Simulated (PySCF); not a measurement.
A structure optimised at PBE-D3(BJ)/def2-SVP, used in a PySCF frequency run:

```xyz
9

Te     0.0000     0.0000     1.0547
Ge     1.8470     0.0000    -0.7541
H      3.2030     0.0000    -0.0043
H      1.7287    -1.2661    -1.6438
H      1.7287     1.2661    -1.6438
Ge    -1.8470     0.0000    -0.7541
H     -3.2030     0.0000    -0.0043
H     -1.7287     1.2661    -1.6438
H     -1.7287    -1.2661    -1.6438
```
Charge 0, spin multiplicity 1.

Task: Write its SMILES, formula and point group.

Result: [GeH3][Te][GeH3], Ge₂H₆Te, C2v

Task: What are its rotational constants (standard atomic weights)?

Result: 2.0997, 0.94511, 0.66280 GHz
